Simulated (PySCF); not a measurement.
Diphenylamine, C₁₂H₁₁N, SMILES c1cc(ccc1)Nc1ccccc1, GFN2-xTB optimised geometry.

```
24

C      0.46     3.82    -1.44
C      1.45     3.65    -0.48
C      1.74     2.38    -0.01
C      1.06     1.26    -0.49
C      0.09     1.45    -1.48
C     -0.20     2.72    -1.94
N      1.40     0.01    -0.01
C      0.66    -1.15     0.00
C     -0.74    -1.15     0.00
C     -1.43    -2.34     0.04
C     -0.76    -3.55     0.09
C      0.62    -3.56     0.12
C      1.33    -2.37     0.08
H      0.23     4.81    -1.80
H      1.99     4.50    -0.09
H      2.51     2.24     0.74
H     -0.41     0.59    -1.91
H     -0.95     2.85    -2.71
H      2.33    -0.06     0.37
H     -1.27    -0.22     0.00
H     -2.51    -2.33     0.04
H     -1.31    -4.48     0.12
H      1.16    -4.50     0.18
H      2.41    -2.38     0.11
```

Density from PBE0/def2-SVP run with PySCF at that geometry.

Minimum of the electron density along straight lines between bonded atoms, close to the bond critical point (lines longer than 1.1 times the sum of covalent radii, or with two minima, are not listed):

```tsv
bond	length / Å	ρ at the minimum / e bohr⁻³	∇²ρ there / e bohr⁻⁵	position (fraction from the first atom)
C1–C2	1.385	0.311	-0.80	0.50
C2–C3	1.380	0.313	-0.80	0.50
C3–C4	1.397	0.307	-0.78	0.49
C4–C5	1.395	0.306	-0.78	0.51
C1–C6	1.385	0.312	-0.80	0.50
C5–C6	1.382	0.312	-0.80	0.50
C4–N7	1.384	0.301	-0.86	0.35
N7–C8	1.384	0.301	-0.86	0.65
C8–C9	1.395	0.306	-0.78	0.51
C9–C10	1.382	0.312	-0.80	0.50
C10–C11	1.385	0.311	-0.80	0.50
C11–C12	1.385	0.311	-0.80	0.50
C8–C13	1.397	0.307	-0.78	0.51
C12–C13	1.380	0.313	-0.80	0.50
C1–H14	1.079	0.283	-1.07	0.63
C2–H15	1.080	0.283	-1.08	0.63
C3–H16	1.082	0.280	-1.04	0.62
C5–H17	1.079	0.284	-1.08	0.63
C6–H18	1.080	0.283	-1.08	0.63
N7–H19	1.009	[?]	[?]	0.77
C9–H20	1.079	0.284	-1.08	0.63
C10–H21	1.080	0.283	-1.08	0.63
C11–H22	1.079	0.283	-1.07	0.63
C12–H23	1.080	0.283	-1.08	0.63
C13–H24	1.082	0.280	-1.04	0.62
```

Task: Complete the blanks.

Result: 
- N7–H19, ρ at the minimum / e bohr⁻³: 0.338
- N7–H19, ∇²ρ there / e bohr⁻⁵: -1.59
